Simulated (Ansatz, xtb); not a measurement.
# Relative energy of two isomers of C5H5NO2

Structure X: `O=C(O)[C@@H]1C=CN=C1`, a singlet. Structure Y: `O=C(O)c1cc[nH]c1`, a singlet. Both are isolated molecules in the gas phase, relaxed with B3LYP/def2-SVP; the shapes shown needn't be the lowest conformers.

X (Å):

| atom | x (Å) | y (Å) | z (Å) |
| --- | --- | --- | --- |
| C | -1.6489 | 1.9087 | 1.5459 |
| C | -0.2003 | 2.1409 | 1.1443 |
| C | 0.0490 | 2.6317 | -0.2510 |
| C | 0.9680 | 1.8078 | -0.7932 |
| C | 0.7012 | 0.9173 | 1.1736 |
| N | 1.3635 | 0.7610 | 0.0852 |
| O | -2.6162 | 2.2241 | 0.9059 |
| O | -1.7222 | 1.3068 | 2.7505 |
| H | -2.6669 | 1.1875 | 2.9509 |
| H | 0.2082 | 2.8554 | 1.8900 |
| H | -0.4361 | 3.4926 | -0.7072 |
| H | 1.4109 | 1.8584 | -1.7890 |
| H | 0.8014 | 0.2522 | 2.0370 |

Y (Å):

```yaml
atoms:
  - { symbol: C, position_ang: [-0.1198, 2.3803, 2.5572] }
  - { symbol: C, position_ang: [-0.2604, 1.9834, 1.1519] }
  - { symbol: C, position_ang: [-0.3510, 2.8809, 0.0410] }
  - { symbol: C, position_ang: [-0.4718, 2.1096, -1.0924] }
  - { symbol: C, position_ang: [-0.3302, 0.6898, 0.6474] }
  - { symbol: N, position_ang: [-0.4573, 0.7844, -0.7057] }
  - { symbol: O, position_ang: [-0.0628, 3.5196, 2.9622] }
  - { symbol: O, position_ang: [-0.0563, 1.3159, 3.3975] }
  - { symbol: H, position_ang: [0.0351, 1.6864, 4.2911] }
  - { symbol: H, position_ang: [-0.3271, 3.9663, 0.0987] }
  - { symbol: H, position_ang: [-0.5667, 2.3890, -2.1392] }
  - { symbol: H, position_ang: [-0.5304, -0.0042, -1.3359] }
  - { symbol: H, position_ang: [-0.2974, -0.2664, 1.1630] }
```

Quicker runs give these differences E(Y) − E(X): GFN2-xTB −25.5 kcal/mol; HF/STO-3G −19.0 kcal/mol (at GFN2-xTB geometries); r2SCAN-D4/def2-SVP −31.5 kcal/mol (at GFN2-xTB geometries).

Task: Estimate E(Y) − E(X) at the level CCSD(T)/def2-SVP + ΔMP2/def2-TZVPP.

Result: Calculated at CCSD(T)/def2-SVP + ΔMP2/def2-TZVPP: E(Y) − E(X) = −23.7 kcal/mol, so structure Y lies lower.

The same difference at several levels:

```
                             level        geometry  E(Y) − E(X) (kcal/mol)  departure from the last row (kcal/mol)  job, with rough time for the two
                          GFN2-xTB        GFN2-xTB                     −25.5                                    −1.8              optimisation, 0.25 s
                         HF/STO-3G        GFN2-xTB                     −19.0                                    +4.7              single point, 0.58 s
                r2SCAN-D4/def2-SVP        GFN2-xTB                     −31.5                                    −7.8               single point, 6.9 s
                    B3LYP/def2-SVP  B3LYP/def2-SVP                     −29.3                                    −5.7                optimisation, 87 s
                       HF/def2-SVP  B3LYP/def2-SVP                     −25.6                                    −1.9           part of the CCSD(T) run
                      MP2/def2-SVP  B3LYP/def2-SVP                     −28.9                                    −5.2           part of the CCSD(T) run
                  CCSD(T)/def2-SVP  B3LYP/def2-SVP                     −24.0                                    −0.3                      single point
CCSD(T)/def2-SVP + ΔMP2/def2-TZVPP  B3LYP/def2-SVP                     −23.7                                                     single point, 2.3 min
```

As drawn, Y has 3 C∷C, 2 C∷N, 1 N–H in place of 2 C–C, 1 C=C, 1 C–N, 1 C=N, 1 C–H (∷ is an aromatic bond). Structure X has a 5-membered ring, Y a 5-membered ring (with an aromatic ring).

None of the levels shown reverses the order. The largest departure from CCSD(T)/def2-SVP + ΔMP2/def2-TZVPP is that of r2SCAN-D4/def2-SVP, 7.8 kcal/mol. The last row adds to CCSD(T) the change of the MP2 difference between the two basis sets, here +0.3 kcal/mol.

With thermal terms from frequencies at re-optimised GFN2-xTB minima (ideal gas, soft modes damped towards free rotors, one conformer each, 298.15 K, 1 atm): the zero-point term adds +1.1 kcal/mol; ΔH is −22.7 and ΔG −22.4 kcal/mol.

The correlated steps freeze 8 core orbitals. Mirror images aren't counted in ΔG. Programs: Ansatz 0.2.0, xtb 6.7.1; the last row on 2 threads of Arm Neoverse V1 on a shared host.
